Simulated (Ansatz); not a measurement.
`O[SiH](F)O[SiH2]Cl`. Charge 0, multiplicity 1. Geometry: relaxed with PBE0-D4/def2-TZVP. It is one conformer, not always the lowest.

```xyz
10

O     1.573   -1.935   -0.629
Si    0.846   -0.512   -0.882
F     1.904    0.675   -0.832
O    -0.247   -0.216    0.282
Si   -1.272    0.841    0.972
Cl   -2.132    2.023   -0.463
H     1.972   -2.128    0.220
H     0.239   -0.552   -2.214
H    -2.344    0.080    1.643
H    -0.541    1.725    1.903
```

(1) What is the dipole moment at B3LYP/def2-TZVPP? (An estimate is asked.)

(2) And with PBE, r2SCAN, ωB97M-V? (Estimate.)

(3) Give the Mulliken charges with B3LYP, PBE, r2SCAN in def2-TZVPP. (Best estimate.)

Answers

(1) Ansatz gave: 2.12 D, with components (0.11, -1.09, 1.81) D in this frame, pointing from negative to positive charge.

(2) Ansatz gave: PBE 2.05 D, r2SCAN 2.12 D, ωB97M-V 2.12 D.

(3) The calculation gave: 
| atom | B3LYP | PBE | r2SCAN |
| --- | --- | --- | --- |
| O1 | -0.38 | -0.34 | -0.40 |
| Si2 | 0.77 | 0.64 | 0.77 |
| F3 | -0.32 | -0.27 | -0.31 |
| O4 | -0.36 | -0.28 | -0.39 |
| Si5 | 0.54 | 0.46 | 0.58 |
| Cl6 | -0.25 | -0.22 | -0.25 |
| H7 | 0.19 | 0.19 | 0.21 |
| H8 | -0.08 | -0.08 | -0.08 |
| H9 | -0.06 | -0.05 | -0.07 |
| H10 | -0.06 | -0.05 | -0.07 |

B3LYP here is the variant with VWN-RPA as its local correlation; programs differ in this.
